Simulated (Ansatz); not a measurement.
Reaction (ligand exchange at the Si–O bond): `BOCO[SiH3]` + `OC(O)(O)F` → `OC(O)(F)O[SiH3]` + `BOCO`

Gas-phase electronic energies from Ansatz, PBE0-D4/def2-TZVP geometries. CCSD(T)/CBS is the MP2 limit (def2-TZVPP, def2-QZVPP) plus CCSD(T) − MP2 in def2-TZVPP, frozen cores. DFT in def2-TZVPP. B3LYP here is the variant with VWN-RPA as its local correlation; programs differ in this. One conformer a species, not always the lowest.

Problem. Is it downhill or uphill in electronic energy at CCSD(T)/CBS, and by how much? (Estimate.)

Solution. The calculation gave: Downhill: ΔE = -0.8 kcal/mol.

Problem. What do these levels give: PBE0-D4, B3LYP-D4, B2PLYP, PBE, r2SCAN, MP2/def2-TZVPP, SCS-MP2/def2-TZVPP, CCSD(T)/def2-TZVPP, HF/def2-QZVPP, SCS-MP2/def2-QZVPP, HF/CBS(def2), CCSD/CBS(def2)? (Best estimate.)

Solution. The calculation gave: PBE0-D4 -0.8, B3LYP-D4 -0.8, B2PLYP -0.8, PBE -0.8, r2SCAN -0.8, MP2/def2-TZVPP -0.6, SCS-MP2/def2-TZVPP -0.6, CCSD(T)/def2-TZVPP -0.8, HF/def2-QZVPP -0.9, SCS-MP2/def2-QZVPP -0.7, HF/CBS(def2) -0.9, CCSD/CBS(def2) -0.9 kcal/mol.

Largest T1 diagnostic among the species: 0.013.
